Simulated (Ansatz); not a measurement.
TCNQ, `N#CC(C#N)=c1ccc(=C(C#N)C#N)cc1`, relaxed as a singlet with RKS PBE-D4/def2-SVP in Ansatz, starting from the GFN2-xTB geometry. Force threshold 0.03 eV/Å.

Start:

```tsv
atom	x (Å)	y (Å)	z (Å)
N1	-1.535	-3.250	-3.005
C2	-0.661	-2.701	-2.503
C3	0.408	-2.025	-1.884
C4	1.696	-2.439	-2.274
N5	2.747	-2.775	-2.589
C6	0.205	-1.022	-0.950
C7	-1.119	-0.625	-0.571
C8	-1.316	0.352	0.339
C9	-0.206	1.022	0.950
C10	-0.408	2.028	1.881
C11	0.662	2.703	2.498
N12	1.538	3.250	2.999
C13	-1.696	2.442	2.272
N14	-2.747	2.774	2.589
C15	1.118	0.623	0.575
C16	1.315	-0.353	-0.337
H17	-1.956	-1.130	-1.031
H18	-2.314	0.651	0.625
H19	1.956	1.125	1.038
H20	2.314	-0.652	-0.622
```

```json
{"step": "1", "energy (eV)": "-18430.1354", "largest force component (eV/Å)": "2.702", "SCF passes": "24"}
{"step": "2", "energy (eV)": "-18430.4409", "largest force component (eV/Å)": "0.263", "SCF passes": "24"}
{"step": "3", "energy (eV)": "-18430.4510", "largest force component (eV/Å)": "0.053", "SCF passes": "26"}
{"step": "4", "energy (eV)": "-18430.4516", "largest force component (eV/Å)": "0.013", "SCF passes": "25"}
```

Force components are those of the run's own axes.

End:

```xyz
20

N    -1.5904   -3.2799   -3.0305
C    -0.6811   -2.7299   -2.5268
C     0.4130   -2.0548   -1.9083
C     1.7247   -2.4617   -2.2948
N     2.8104   -2.7892   -2.6063
C     0.2078   -1.0340   -0.9596
C    -1.1271   -0.6335   -0.5790
C    -1.3267    0.3594    0.3430
C    -0.2078    1.0334    0.9603
C    -0.4131    2.0550    1.9081
C     0.6812    2.7305    2.5260
N     1.5907    3.2808    3.0291
C    -1.7247    2.4625    2.2940
N    -2.8105    2.7908    2.6047
C     1.1271    0.6327    0.5799
C     1.3267   -0.3602   -0.3421
H    -1.9852   -1.1415   -1.0443
H    -2.3470    0.6581    0.6270
H     1.9851    1.1406    1.0453
H     2.3469   -0.6590   -0.6260
```

By distances, no bond broke or formed. The bond that changes most is C4–N5, from 1.15 to 1.18 Å (atoms count from 1).

No frequencies were taken in this run, so the end may be a saddle point.

It took 13 s on 4 threads of Arm Neoverse V2 on a shared host.
